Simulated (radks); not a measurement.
Question: All-electron atom: Ta33+ in [Kr] 4d4 (the NIST ground configuration). Method: non-relativistic Kohn-Sham, BLYP, spin-unpolarised, spherical densities, point nucleus; relativity is left out, which matters for an element this heavy; computed with a radial shooting solver on a logarithmic mesh with Libxc functionals. Some entries of the table are withheld. Estimate them.

orbital,occ.,eigenvalue (eV),r(max) (bohr),<r> (bohr)
1s,2,-63279.58,0.01377,0.02075
2s,2,-11468.33,0.07505,0.08772
2p,6,-11041.44,0.05828,0.07422
3s,2,-3589.360,0.2055,(1)
3p,6,-3395.329,0.1937,0.2109
3d,10,-3036.747,0.1528,0.1849
4s,2,-1581.898,0.4388,0.4490
4p,6,(2),0.4355,0.4473
4d,4,-1348.549,0.4206,0.4386

Answer: 
(1) 3s <r> (bohr): 0.2210
(2) 4p eigenvalue (eV): -1498.080
